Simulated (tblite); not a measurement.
C₃H₅O₄ (doublet state).
Cartesian coordinates in Å at the GFN2-xTB level; atoms count from 1:
```xyz
12
C3H5O4 angstrom
O      2.661    0.316   -0.556
C      2.196   -0.448    0.230
O      0.968   -0.962    0.213
C      0.077   -0.504   -0.804
O     -0.651    0.591   -0.395
C     -1.605    0.359    0.591
O     -2.398    1.430    0.842
H      2.731   -0.868    1.097
H      0.657   -0.186   -1.679
H     -0.566   -1.365   -1.032
H     -2.129   -0.587    0.563
H     -1.940    2.224    0.536
```

Level: GFN2-xTB in tblite, geometry and Hessian alike; calculated harmonic values, unscaled, isolated species. This tight-binding method is rough: wavenumbers can miss measured ones by several per cent, in bad cases by 10 to 20. One conformer, not necessarily the lowest. Open shells enter through the occupations alone, without spin polarisation, and single modes of such species can be off by tens of per cent.

Harmonic wavenumbers (cm⁻¹): 26.6, 58.3, 89.5, 218.6, 275.9, 318.2, 381.5, 417.4, 600.2, 728.9, 741.1, 903.9, 942.2, 978.0, 1053.9, 1116.4, 1151.8, 1167.1, 1237.8, 1270.9, 1307.6, 1327.8, 1342.9, 1405.6, 1804.3, 2841.9, 2898.5, 2946.7, 3016.0, 3515.5.

A = 7371, B = 1280, C = 1239 MHz; mass 105.019 u (most abundant isotopes); point group C1, symmetry number 1; spin multiplicity 2.

Q: What is the zero-point energy?

A: ½Σν̃ = 18042 cm⁻¹ = 51.59 kcal/mol.

Q: Entropy at 200 K, 1 bar (ideal gas, RRHO, classical rotation)?

A: Translation 37.91, rotation 26.52, vibration 16.11, spin (R ln 2) 1.38: S = 81.9 cal/(mol K).

Q: And Cp and H(200 K) − H(0)?

A: Cp = 21.91 cal/(mol K), of which vibrations give 13.97 (their classical limit is 30 R = 59.6); H(200 K) − H(0) = 3.14 kcal/mol without the zero-point energy, 1.55 from vibrations.

Q: Blend soft modes into free rotors: weight 1/[1 + (100 cm⁻¹/ν̃)⁴] for the oscillator and the rest for a rotor with moment μB/(μ + B), μ = h/(8π²ν), B = 10⁻⁴⁴ kg m². What vibrational entropy results?

A: 13.79 cal/(mol K) in place of 16.11, which changes −T·S at 200 K by +0.46 kcal/mol.

Q: Which modes carry the vibrational entropy at 200 K?

A: 26.6 cm⁻¹: 5.28; 58.3 cm⁻¹: 3.73; 89.5 cm⁻¹: 2.90; 218.6 cm⁻¹: 1.28; 275.9 cm⁻¹: 0.92; 318.2 cm⁻¹: 0.73 cal/(mol K); the other 24 give 1.28 together.

Hindered rotation and anharmonicity are outside this model. Other conformers, if any are populated, would add a mixing term that is left out. The structure is chiral; the term R ln 2 for an equal mix with its mirror image is left out.

On one thread of an Arm Neoverse N1 (shared host), this took 0.41 s wall. The figure is for the frequency step alone.
